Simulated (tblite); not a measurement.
Compound: C5H3ClO2.
Structure used (GFN2-xTB), in Å, numbered top down from 1:
```xyz
11
C5H3ClO2 angstrom
O      2.724    0.252    0.924
C      1.990    0.367   -0.009
Cl     2.604    0.902   -1.579
C      0.571    0.114   -0.037
C     -0.251   -0.313    0.989
C     -1.541   -0.403    0.441
C     -1.415   -0.026   -0.869
O     -0.157    0.284   -1.162
H      0.057   -0.526    1.991
H     -2.438   -0.703    0.942
H     -2.139    0.055   -1.656
```

Computed values, GFN2-xTB/tblite, gas phase, harmonic and unscaled. The method is semi-empirical: single wavenumbers can be off by several per cent or more. One conformer, not necessarily the lowest.

Problem. How many normal modes are there?

Solution. 11 atoms, non-linear: 3N − 6 = 27.

Problem. What is the point group of the computed structure, and how do the modes divide by symmetry?

Solution. Cs. The vibrations span 19 a′ + 8 a″.

Problem. How many distinct wavenumbers does the calculation give?

Solution. 27: Cs has no degenerate species.

Problem. How many fundamentals are allowed in the infrared by symmetry?

Solution. 27 of 27: in Cs every mode is allowed. All fundamentals are allowed in the Raman spectrum.

Problem. Which of the modes above 1550 cm⁻¹ are stretches that can be named?

Solution. C=O 1788; aromatic C–H 3166, 3191, 3201 cm⁻¹.

Problem. Treat the C=O stretch at 1788 cm⁻¹ as a diatomic oscillator. What force constant follows?

Solution. With μ = 6.856 u, k = μ(2πcν̃)² = 1291 N/m; the bond's atoms carry 99 % of the mode, and this is an estimate.

Problem. How are the modes spread over the spectrum?

Solution. 3 under 200 cm⁻¹; 5 from 200 to 600 cm⁻¹; 7 from 600 to 1000 cm⁻¹; 8 from 1000 to 1550 cm⁻¹; 1 from 1550 to 2000 cm⁻¹; 3 above 2600 cm⁻¹.
